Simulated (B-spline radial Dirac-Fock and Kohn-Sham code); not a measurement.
# Er⁺: non-radiative channels of the L2 vacancy

System: Er⁺, [Xe] 4f12 6s1.

The run's input, task.json:

```json
{"items": [{
  "Z": 68,
  "q": 1,
  "cfg": [[1, 0, 2], [2, 0, 2], [2, 1, 6], [3, 0, 2], [3, 1, 6], [3, 2, 10], [4, 0, 2], [4, 1, 6], [4, 2, 10], [4, 3, 12], [5, 0, 2], [5, 1, 6], [6, 0, 1]],
  "A": 166,
  "rrms": 5.2516,
  "do": ["binding", "quiet", "decay"],
  "holes": ["K", "L1", "L2", "L3", "M1", "M2", "M3", "M4", "M5", "N1", "N2", "N3", "N4", "N5"]
}]}
```

Command: `python xray_run.py task.json out`

The computed values come from a radial finite-basis atomic code: one-electron (LDA, Dirac) transition rates at Dirac-Fock energies. Kinetic energies are configuration averages from the vacuum level; the two-hole energies are estimated from single-hole states.

```csv
transition,kinetic energy (eV),width (meV),share (%)
L2-L3N2,499.8,180,5.4
L2-L3N4,688.3,248,7.5
L2-M1M2,4983.9,92.4,2.8
L2-M2M3,5386.0,272,8.2
L2-M2M4,5750.0,142,4.3
L2-M2M5,5784.1,237,7.1
L2-M3M4,5938.7,187,5.6
L2-M4M4,6295.5,154,4.7
L2-M4M5,6335.8,656,19.8
L2-M4N5,7604.6,113,3.4
```

The listed channels hold 69 % of the non-radiative rate. Summed by principal shells, of 3.31 eV in all: LMM 57.8 %, LMN 20.0 %, LLN 18.2 %, LNN 1.7 %, LMO 1.1 %, LLO 1.0 %.
